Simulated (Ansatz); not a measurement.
Co(NH2)3 (CoN₃H₆). Charge 0, multiplicity 5. Geometry PBE0-D4/def2-SVP, basis def2-TZVP, Ansatz.

```
run  HOMO (eV)  LUMO (eV)
  A      -5.44      -3.56
  B      -6.57      -2.07
  C      -5.18      -3.42
  D      -6.17      -2.46
  E      -4.61      -3.58
```

HSE06 is defined as in plane-wave codes, on full-range PBE exchange. At B97M-V/def2-TZVP a triplet of charge 0 lies 0.35 eV below the quintet, each at its own geometry.

HOMO and LUMO are taken over both spins.

Problem. The runs used B97M-V, HSE06, PBE, PBE0, r2SCAN. Estimate which is which.

Solution. A B97M-V (0 % exact exchange); B PBE0 (25 % exact exchange); C r2SCAN (0 % exact exchange); D HSE06 (range-separated); E PBE (0 % exact exchange). Exact exchange lowers occupied and raises empty levels; among semilocal functionals meta-GGAs tend to open the gap a little, and such runs are hard to tell apart. The gap grows from 1.03 eV (PBE) to 4.50 eV (PBE0).
